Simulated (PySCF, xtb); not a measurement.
C4H12Si2, SMILES CC[C@@H]1C[SiH2][SiH2]1. One conformer was computed; it need not be the lowest.

Harmonic wavenumbers (cm⁻¹) from GFN2-xTB (xtb) at its own minimum, in rising order: 66, 104, 179, 217, 301, 311, 376, 399, 408, 439, 479, 516, 556, 649, 695, 736, 762, 804, 812, 822, 944, 991, 1036, 1069, 1129, 1132, 1222, 1228, 1263, 1302, 1352, 1413, 1491, 1501, 1508, 1509, 2176, 2194, 2197, 2205, 2916, 2945, 2962, 2967, 2991, 3023, 3026, 3039.

What does B3LYP-D3(BJ)/def2-SVP run with PySCF give at its own minimum? (The exact figures need the calculation; the answer reports its results.)

94, 105, 176, 234, 297, 324, 360, 411, 422, 488, 575, 626, 665, 696, 709, 760, 777, 836, 900, 940, 942, 949, 1024, 1046, 1092, 1120, 1175, 1217, 1280, 1322, 1365, 1397, 1427, 1459, 1470, 1479, 2193, 2202, 2209, 2215, 3001, 3014, 3023, 3027, 3053, 3092, 3102, 3110. Paired by order, the mean absolute difference is 38 cm⁻¹ and the zero-point energies are 89.1 and 90.6 kcal/mol.
